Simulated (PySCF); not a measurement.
## Magnetic susceptibility: `COC[C@@H](F)[SiH2]F`, C$_{3}$H$_{8}$F$_{2}$OSi

Geometry (Å), atoms numbered from 1 in this order:
```xyz
15

C     1.957    0.973   -0.068
O     0.745    0.403    0.351
C     0.466   -0.858   -0.214
C    -0.974   -1.164    0.151
F    -1.018   -1.865    1.349
Si   -1.892    0.516    0.338
F    -1.632    1.292   -1.050
H     2.024    1.949    0.408
H     2.809    0.356    0.242
H     1.981    1.094   -1.157
H     1.154   -1.622    0.175
H     0.566   -0.813   -1.308
H    -1.422   -1.839   -0.585
H    -3.327    0.251    0.328
H    -1.441    1.336    1.438
```

Method: PySCF 2.14.0, GIAO B3LYP/pcSseg-1 magnetisability, rotational g tensor and spin-rotation constants, non-relativistic, gas phase. Geometry: GFN2-xTB.

**Question.** How diamagnetic is it, and how anisotropic?

**Answer.** Isotropic -1057 × 10⁻³⁰ J/T², or -63.7 × 10⁻⁶ cm³/mol; principal values -1170, -1030, -971 × 10⁻³⁰ J/T², anisotropy 177 × 10⁻³⁰ J/T² (root of half the summed squared differences of the principal values). The susceptibility is in cgs units.

**Question.** Split it along the inertial axes a, b, c into diamagnetic and paramagnetic parts about the centre of mass, with the quadrupole moment.

**Answer.** 
```
axis  χ (10⁻⁶ cm³/mol)  diamagnetic (10⁻⁶ cm³/mol)  paramagnetic (10⁻⁶ cm³/mol)  summed x² of all electrons (Å²)  quadrupole Θ (D Å)
   a             -64.2                      -579.7                        515.4                            145.1               +7.20
   b             -64.9                      -748.3                        683.3                            105.4               -9.17
   c             -61.8                     -1062.8                       1000.9                             31.3               +1.97
```
Anisotropies 2χaa − χbb − χcc = -1.7 and 2χbb − χaa − χcc = -3.9 × 10⁻⁶ cm³/mol. Θ is traceless in Buckingham's convention.

**Question.** And the rotational g tensor?

**Answer.** 
| axis | rotational constant (GHz) | g | nuclear part | electronic part |
| --- | --- | --- | --- | --- |
| a | 2.2939 | -0.0288 | 0.5267 | -0.5555 |
| b | 1.8964 | -0.0145 | 0.5943 | -0.6088 |
| c | 1.1989 | -0.0146 | 0.5491 | -0.5638 |

Asymmetric top; isotopes 12C, 19F, 1H, 16O, 28Si; no vibrational averaging.
